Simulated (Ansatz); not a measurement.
C2H3F3SeZn, SMILES `[CH3][Zn][Se]C(F)(F)F`, 10 atoms. Charge 0, multiplicity 1. For Zn the d shell is correlated and the shells below it are frozen. Correlated methods include outer-core shells of Se, which these sets cover unevenly. Scalar relativity is left out up to krypton. Hardware: A = 2 threads of an AMD EPYC 7R13 on a shared host and a share of an NVIDIA H100 80 GB; B = 2 threads of a server CPU on a shared host. Correlated methods freeze the cores. Open-shell runs search over several starts.

(1) Give the basis size and wall time and peak host memory of each of these runs in Ansatz. UKS B2PLYP (frozen core with 3s3p of Cu, Zn)/def2-TZVPP energy of the cation [B]; RHF-MP2 with 3s3p of Cu, Zn/def2-QZVPP energy [A]; RKS PBE0-D4/def2-QZVPP energy [A]; RKS HSE06 (plane-wave form)-D4/def2-TZVPP energy [B]; RKS CAM-B3LYP-D4/def2-TZVPP energy [B]; RKS PBE0-D4/def2-TZVP frequencies [A]; RKS ωB97M-V/def2-QZVPP energy [A]; UKS ωB97M-V/def2-TZVPP energy of the cation [B]; UKS ωB97X-V/def2-TZVPP energy of the cation [B]; UHF-MP2 with 3s3p of Cu, Zn/def2-QZVPP energy of the cation [A]; RKS ωB97X-V/def2-TZVPP energy [B]; RHF-CCSD(T) with 3s3p of Cu, Zn/def2-SVP energy [A]. (Estimate.)

Results:

(1) Ansatz gave: Other jobs shared the machine, so times are rough.

```csv
level,job,functions,wall time,peak host memory (GiB)
"RHF-CCSD(T) with 3s3p of Cu, Zn/def2-SVP",energy [A],148,2.6 s,0.78
RKS PBE0-D4/def2-QZVPP,energy [A],564,7.5 s,1.1
"RHF-MP2 with 3s3p of Cu, Zn/def2-QZVPP",energy [A],564,8 s,1.2
RKS ωB97M-V/def2-QZVPP,energy [A],564,9.5 s,1.2
"UHF-MP2 with 3s3p of Cu, Zn/def2-QZVPP",energy of the cation [A],564,16 s,1.3
RKS HSE06 (plane-wave form)-D4/def2-TZVPP,energy [B],309,17 s,1.6
RKS CAM-B3LYP-D4/def2-TZVPP,energy [B],309,18 s,1.6
RKS ωB97X-V/def2-TZVPP,energy [B],309,29 s,1.7
"UKS B2PLYP (frozen core with 3s3p of Cu, Zn)/def2-TZVPP",energy of the cation [B],309,95 s,1.7
UKS ωB97X-V/def2-TZVPP,energy of the cation [B],309,2 min,2.4
UKS ωB97M-V/def2-TZVPP,energy of the cation [B],309,2.3 min,2.4
RKS PBE0-D4/def2-TZVP,frequencies [A],269,3.2 min,1
```
